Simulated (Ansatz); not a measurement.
CH8FGeNSi (`C[N]([GeH3])[SiH2]F`), 13 atoms. Total charge 0; spin multiplicity 1. Correlated methods include outer-core shells of Ge, which these sets cover unevenly. Scalar relativity is left out up to krypton. All runs use 2 threads of an AMD EPYC 7R13 on a shared host and a share of an NVIDIA H100 80 GB. Correlated methods freeze the cores. Open-shell runs search over several starts.

(1) Give the basis size and wall time and peak host memory of each of these runs in Ansatz. RHF-CCSD(T)/def2-SVP energy; RKS PBE0-D4/def2-TZVP frequencies; RKS ωB97M-V/def2-SVP energy; RKS PBE0-D4/def2-SVP energy; RKS BHLYP-D4/def2-TZVPP energy; RKS ωB97M-V/def2-QZVPP energy; UKS ωB97X-V/def2-TZVPP energy of the cation; UKS ωB97M-V/def2-TZVPP energy of the cation; RKS PBE-QIDH (frozen core)/def2-TZVPP energy; UKS B3LYP-D4/def2-TZVPP energy of the cation; RHF-CCSD(T)/def2-TZVPP energy; RKS ωB97X-V/def2-TZVPP energy. (An estimate is asked.)

## Answers

(1) The calculation gave: Other jobs shared the machine, so times are rough.

```json
{"level": "RKS PBE-QIDH (frozen core)/def2-TZVPP", "job": "energy", "functions": "295", "wall time": "8.5 s", "peak host memory (GiB)": "1.3"}
{"level": "RHF-CCSD(T)/def2-SVP", "job": "energy", "functions": "132", "wall time": "11 s", "peak host memory (GiB)": "0.79"}
{"level": "RHF-CCSD(T)/def2-TZVPP", "job": "energy", "functions": "295", "wall time": "12 s", "peak host memory (GiB)": "0.86"}
{"level": "RKS BHLYP-D4/def2-TZVPP", "job": "energy", "functions": "295", "wall time": "13 s", "peak host memory (GiB)": "0.85"}
{"level": "RKS ωB97X-V/def2-TZVPP", "job": "energy", "functions": "295", "wall time": "17 s", "peak host memory (GiB)": "0.92"}
{"level": "RKS PBE0-D4/def2-SVP", "job": "energy", "functions": "132", "wall time": "21 s", "peak host memory (GiB)": "0.79"}
{"level": "RKS ωB97M-V/def2-QZVPP", "job": "energy", "functions": "570", "wall time": "23 s", "peak host memory (GiB)": "1.2"}
{"level": "RKS ωB97M-V/def2-SVP", "job": "energy", "functions": "132", "wall time": "26 s", "peak host memory (GiB)": "0.87"}
{"level": "UKS ωB97X-V/def2-TZVPP", "job": "energy of the cation", "functions": "295", "wall time": "31 s", "peak host memory (GiB)": "1"}
{"level": "UKS B3LYP-D4/def2-TZVPP", "job": "energy of the cation", "functions": "295", "wall time": "36 s", "peak host memory (GiB)": "0.9"}
{"level": "UKS ωB97M-V/def2-TZVPP", "job": "energy of the cation", "functions": "295", "wall time": "53 s", "peak host memory (GiB)": "2.3"}
{"level": "RKS PBE0-D4/def2-TZVP", "job": "frequencies", "functions": "226", "wall time": "120 s", "peak host memory (GiB)": "0.89"}
```

B3LYP here is the variant with VWN-RPA as its local correlation; programs differ in this.
